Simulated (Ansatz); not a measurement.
`F[SiH2][GaH2]` + PH₃ → `P[SiH2][GaH2]` + H–F at 600 K and 1 bar (ligand exchange at the Si–F bond).

Computed with Ansatz on PBE0-D4/def2-TZVP structures; ΔE is electronic, products minus reactants. CCSD(T)/CBS is the MP2 limit (def2-TZVPP, def2-QZVPP) plus CCSD(T) − MP2 in def2-TZVPP, frozen cores. This one scheme is used for every species. For Ga outer-core shells are correlated without core-valence functions, which leaves a few kJ/mol of doubt a bond. Scalar relativity is left out up to krypton. Each species was taken in one conformer, which may not be the lowest.

```json
{"species": "`F[SiH2][GaH2]`", "CCSD(T)/CBS energy (Eh)": "-2315.24935", "H − E (kJ/mol)": "134.9", "S (J/(mol·K))": "394.5"}
{"species": "PH₃", "CCSD(T)/CBS energy (Eh)": "-342.72256", "H − E (kJ/mol)": "86.3", "S (J/(mol·K))": "240.2"}
{"species": "`P[SiH2][GaH2]`", "CCSD(T)/CBS energy (Eh)": "-2557.54159", "H − E (kJ/mol)": "186.3", "S (J/(mol·K))": "453.1"}
{"species": "H–F", "CCSD(T)/CBS energy (Eh)": "-100.39570", "H − E (kJ/mol)": "42.3", "S (J/(mol·K))": "194.0"}
```

H − E and S are ideal-gas, rigid-rotor, harmonic terms from PBE0-D4/def2-TZVP, for one conformer and one mirror image of each species. 1 Eh = 2625.50 kJ/mol, R = 8.31446 J/(mol·K).

**Question.** By hand: ΔE, ΔH, ΔS and ΔG.

**Answer.** ΔE = (-2557.54159) + (-100.39570) − (-2315.24935) − (-342.72256) = 0.03462 Eh = 90.9 kJ/mol. Δ(H − E) = 186.3 + 42.3 − 134.9 − 86.3 = 7.4, so ΔH = 98.3 kJ/mol. ΔS = 453.1 + 194.0 − 394.5 − 240.2 = 12.4 J/(mol·K). ΔG = 98.3 − 600 × (12.4)/1000 = 90.9 kJ/mol.

**Question.** By hand: the equilibrium constant, and the temperature at which ΔG would vanish if ΔH and ΔS stayed fixed.

**Answer.** log₁₀ K = −ΔG/(RT ln 10) = -7.9. ΔG = 0 at ΔH/ΔS = 7927 K, far beyond where these terms or the molecules hold.

The number of gas molecules stays the same, so ΔS is small and ΔH decides. A doubt of 5 kJ/mol in ΔE shifts log₁₀ K by 0.4 here. Other conformers and mirror images would add mixing entropy, several J/(mol·K) or more a flexible species. Modes under 60 cm⁻¹, often nearly free rotors, make the harmonic entropy too high. These are equilibria of isolated gas molecules and say nothing of rates. Largest T1 diagnostic: 0.014 (customary marks: 0.02 for closed shells, 0.045 for open ones).
